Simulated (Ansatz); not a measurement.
Program: Ansatz. Geometries: PBE0-D4/def2-TZVP. ΔE: electronic, gas phase. CBS: MP2 limit from def2 TZ/QZ plus the TZ coupled-cluster correction, frozen cores. DFT in def2-TZVPP. HSE06 is defined as in plane-wave codes. def2 core potentials past Kr. For In, Mo outer-core shells are correlated without core-valence functions, which leaves a few kJ/mol of doubt a bond. One conformer a species, not always the lowest.

Reaction (substitution at a C–In bond): `[CH3][In]([NH2])[NH2]` + `[OH][Mo]([F])(=[S])([Cl])[Cl]` → `C[O][Mo]([F])(=[S])([Cl])[Cl]` + `[NH2][InH][NH2]`

```json
{"level": "BLYP-D4", "ΔE (kJ/mol)": "36.9", "difference from CCSD(T)/CBS": "-11.6"}
{"level": "PBE0-D4", "ΔE (kJ/mol)": "42.6", "difference from CCSD(T)/CBS": "-5.9"}
{"level": "ωB97X-V", "ΔE (kJ/mol)": "40.4", "difference from CCSD(T)/CBS": "-8.1"}
{"level": "HSE06", "ΔE (kJ/mol)": "44.7", "difference from CCSD(T)/CBS": "-3.8"}
{"level": "RPA@PBE/def2-TZVPP", "ΔE (kJ/mol)": "42.2", "difference from CCSD(T)/CBS": "-6.3"}
{"level": "HF/def2-SVP", "ΔE (kJ/mol)": "21.8", "difference from CCSD(T)/CBS": "-26.7"}
{"level": "CCSD(T)/def2-SVP", "ΔE (kJ/mol)": "21.2", "difference from CCSD(T)/CBS": "-27.3"}
{"level": "HF/def2-TZVPP", "ΔE (kJ/mol)": "37.0", "difference from CCSD(T)/CBS": "-11.5"}
{"level": "MP2/def2-QZVPP", "ΔE (kJ/mol)": "51.0", "difference from CCSD(T)/CBS": "2.5"}
{"level": "MP2/CBS(def2)", "ΔE (kJ/mol)": "52.7", "difference from CCSD(T)/CBS": "4.2"}
{"level": "CCSD(T)/CBS", "ΔE (kJ/mol)": "48.5", "difference from CCSD(T)/CBS": "0"}
```

What do rigid-rotor, harmonic-oscillator terms from PBE0-D4/def2-TZVP frequencies (298.15 K, 1 bar) make of the CCSD(T)/CBS value? (Estimate.)

Computed: ΔZPE = -1.0 kJ/mol, ΔH = +45.4 kJ/mol, ΔS = -36 J/(mol·K), ΔG = +56.1 kJ/mol. Modes under 50 cm⁻¹ make the entropy rough.

Largest T1 diagnostic among the species: 0.024, so the coupled-cluster value is less sure than usual.

Leaving LDA and LC-ωPBE aside and taking each functional with its dispersion term where it has one, the values, not all of them listed here, spread over 14.4 kJ/mol, from B97M-V to ωB97M-V. LDA lies −9.8 kJ/mol from PBE without D4. The D4 term adds −3.8 kJ/mol with B3LYP and −2.2 kJ/mol with PBE0; it sums over pairs of atoms, weighted by their polarisabilities, and B3LYP, whose exchange is more repulsive, gets the larger term. In def2-TZVPP, CCSD(T) changes the Hartree–Fock value by +7.2 kJ/mol (the triples alone add −1.9 kJ/mol) and MP2 by +11.4 kJ/mol.

B3LYP here is the variant with VWN-RPA as its local correlation; programs differ in this.
